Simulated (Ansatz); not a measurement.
Tuning the range parameter of LC-ωPBE so that −HOMO meets the ionisation energy; basis def2-TZVP, Ansatz. System: Cu2H2. Total charge 0; singlet. Geometry: PBE0-D4/def2-TZVP. The ionised state is a doublet.

Geometry of the singlet:

```xyz
4

Cu   -0.2840   -0.5471    0.0861
Cu    0.8721    1.5103   -0.2928
H    -0.1478   -2.0278   -0.2479
H    -0.4404    1.0646    0.4547
```

The structure comes from a short search, and lower isomers may exist.

| ω (1/bohr) | HOMO (eV) | LUMO (eV) | vertical IE (eV) | HOMO + IE (eV) |
| --- | --- | --- | --- | --- |
| 0.1 | -6.63 | -2.48 | 8.40 | 1.76 |
| 0.15 | -7.19 | -1.98 | 8.39 | 1.20 |
| 0.2 | -7.62 | -1.61 | 8.36 | 0.74 |
| 0.3 | -8.22 | -1.15 | 8.27 | 0.05 |

(1) Where does the tuning condition hold?

## Answers

(1) Not within the range that was run.
